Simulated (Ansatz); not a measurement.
A structure relaxed at PBE0-D4/def2-TZVP, charge 0, multiplicity 1:

Cartesian coordinates in Å:
```
O 1.513 -1.636 1.573
C 1.762 -0.717 0.837
C 0.739 0.037 0.068
C -0.569 -0.249 0.132
Al -1.862 0.777 -0.901
H 2.809 -0.378 0.695
H 1.120 0.845 -0.556
H -0.822 -1.080 0.793
H -3.411 0.454 -0.840
H -1.277 1.946 -1.800
```

(1) Give its formula and SMILES.

(2) Point group (tolerance 0.08 Å, 0.16 Å for H)?

(3) Summarise the bond lengths by kind.

Results:

(1) C3H5AlO, `O=C/C=[CH]/[AlH2]`.

(2) Cs.

(3) 1 × C–O 1.204 Å; 2 × C–C 1.340 to 1.485 Å; 3 × C–H 1.090 to 1.110 Å; 1 × Al–C 1.948 Å; 2 × Al–H 1.584 to 1.586 Å.

Results of the Gaussian-basis code of Ansatz.
